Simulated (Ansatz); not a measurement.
Ideal-gas functions of CH3BrCd (`[CH3][Cd][Br]`) at 800 K and 1 bar, from an Ansatz frequency run at PBE0-D4/def2-TZVP.

Molar mass 207.35 g/mol, point group C3v (symmetry number 3), electronic degeneracy 1, moments of inertia 3.189, 418.297, 418.297 u Å². Harmonic wavenumbers (cm⁻¹, unscaled): 97, 97, 246, 520, 719, 719, 1181, 1450, 1450, 3070, 3169, 3169.

Use S(trans) = R[1.5 ln M + 2.5 ln T − 1.1517]; rotational temperatures θ = 24.2544 K / I; S(rot) = R[ln(√π/σ · √(T³/θAθBθC)) + 1.5]; for each mode x = 1.438777 ν̃/T, S = R[x/(eˣ − 1) − ln(1 − e⁻ˣ)] and H = RT x/(eˣ − 1); 1 cm⁻¹ = 0.0119627 kJ/mol; R = 8.31446 J/(mol·K).

Task: By hand: the entropy, in J/(mol·K).

Result: Translation 195.9. Rotation: θ = 7.6056, 0.058, 0.058 K, giving 106.7. Vibration, mode by mode: 22.84, 22.84, 15.16, 9.17, 6.73, 6.73, 3.46, 2.36, 2.36, 0.22, 0.19, 0.19, in all 92.3. Electronic 0.0. Sum 394.9 J/(mol·K).

Task: By hand: H − E and G − E in kJ/mol, counted from the electronic energy.

Result: Zero-point energy ½ × 15887 × 0.0119627 = 95.0; thermal vibration 33.1; translation, rotation and pV give 4 RT = 26.6. H − E = 154.7 kJ/mol, and G − E = 154.7 − 800 × 394.9/1000 = -161.2 kJ/mol.

Vibration gives 23 % of the entropy, 45.7 J/(mol·K) of it from the modes under 150 cm⁻¹: soft modes count most, and the harmonic formula is weakest for them.
